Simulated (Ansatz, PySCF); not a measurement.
Spin states of CrF2 (SMILES [F][Cr][F]), each relaxed with B3LYP-D3(BJ)/def2-TZVP.
State 1 (charge 0, multiplicity 5):
```xyz
3

Cr     0.32154     0.22607     0.15093
F     -0.37906     1.13612    -1.20376
F      0.02436    -1.31482     0.98251
```
State 2 (charge 0, multiplicity 1):
```xyz
3

Cr     0.304     0.215     0.142
F     -0.366     1.117    -1.177
F      0.029    -1.284     0.965
```

Singlets are restricted, other states unrestricted; no spin–orbit coupling, no relativity up to Kr; see below for the cores. The largest T1 diagnostic is 0.044.

Correlated levels freeze the inner cores; with def2 sets outer-core shells near the valence are correlated too. CBS: X⁻³ extrapolation of the correlation energy, Hartree–Fock from the larger set.

Run with Ansatz (a program for electronic structure); PySCF for the dispersion terms. Values without a source in brackets are computed.

PBE/def2-TZVPP gives 269.8 kJ/mol for the energy of the multiplicity-1 state less that of the multiplicity-5 state.

**Question.** Predict the shift from PBE, with its sign, for: PBE-D3(BJ)/def2-TZVPP, r2SCAN/def2-TZVPP, PBE0/def2-TZVPP, wB97M-V/def2-TZVPP, B2PLYP/def2-TZVPP, CCSD(T)/CBS(def2-SVP, def2-TZVPP).

**Answer.** PBE-D3(BJ)/def2-TZVPP 0.0; r2SCAN/def2-TZVPP 48.6; PBE0/def2-TZVPP 50.5; wB97M-V/def2-TZVPP -23.1; B2PLYP/def2-TZVPP 12.8; CCSD(T)/CBS(def2-SVP, def2-TZVPP) 7.5 kJ/mol. 4 of 6 lie above PBE; the widest gap is to PBE0/def2-TZVPP.

Doubts at one or more of the structures used: a restricted determinant that unrestricted orbitals would lower (B2PLYP/def2-TZVPP, CCSD(T)/CBS(def2-SVP, def2-TZVPP)).
